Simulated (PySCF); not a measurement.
SMILES CC[SiH2][SiH2]C (C3H12Si2), GFN2-xTB optimised geometry.

```
17

C      2.32    -0.33    -1.18
C      1.74    -1.09     0.00
Si    -0.17    -1.09     0.00
Si    -0.98     1.08     0.00
C     -2.81     1.10     0.51
H      2.00     0.71    -1.16
H      1.99    -0.76    -2.12
H      3.41    -0.35    -1.17
H      2.11    -0.64     0.93
H      2.11    -2.11    -0.02
H     -0.60    -1.87    -1.17
H     -0.59    -1.88     1.17
H     -0.89     1.73    -1.32
H     -0.25     1.97     0.92
H     -2.94     0.69     1.51
H     -3.41     0.51    -0.17
H     -3.21     2.11     0.52
```

Density from PBE/def2-SVP run with PySCF at that geometry.

Minimum of the electron density along straight lines between bonded atoms, close to the bond critical point (lines longer than 1.1 times the sum of covalent radii, or with two minima, are not listed):

```csv
bond,length / Å,ρ at the minimum / e bohr⁻³,∇²ρ there / e bohr⁻⁵,position (fraction from the first atom)
C1–C2,1.523,(withheld),-0.51,0.50
C2–Si3,1.907,0.110,0.29,0.62
Si4–C5,1.900,0.109,0.30,0.38
C1–H6,1.089,0.274,-0.98,0.63
C1–H7,1.088,0.274,-0.99,0.63
C1–H8,1.089,0.273,-0.98,0.63
C2–H9,1.092,0.270,-0.94,0.62
C2–H10,1.091,0.270,-0.94,0.63
Si3–H11,1.473,0.113,0.31,0.49
Si3–H12,1.473,0.113,0.31,0.49
Si4–H13,1.473,0.114,0.31,0.49
Si4–H14,1.473,0.113,0.31,0.49
C5–H15,1.086,0.270,-0.96,0.63
C5–H16,1.086,0.270,-0.96,0.63
C5–H17,1.086,0.270,-0.96,0.63
```

Problem. Fill in the missing entries.

Solution. 
- C1–C2, ρ at the minimum / e bohr⁻³: 0.238
